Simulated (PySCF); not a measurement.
Vertical excitations of a molecule CH₅FO₂Si₂ from PySCF with TDA-PBE/def2-SVPD, as energy in eV (oscillator strength): 5.96 (0.006), 6.28 (0.015), 6.80 (0.004), 6.82 (0.003), 7.10 (0.006), 7.15 (0.014), 7.40 (0.009), 7.47 (0.011), 7.55 (0.017), 7.59 (0.045). Lowest triplet (TDA): 5.68 eV. Geometry optimised at B3LYP-D3(BJ)/def2-SVP. One conformer was computed; it need not be the lowest.

Which molecule gave these data?
A. F[Si@H]1OC[SiH2]O1
B. O[Si@H]1C[Si@@H](F)O1
C. F[Si@H]1OCO[SiH2]1
D. O=C(O[SiH3])[SiH2]F

A, F[Si@H]1OC[SiH2]O1
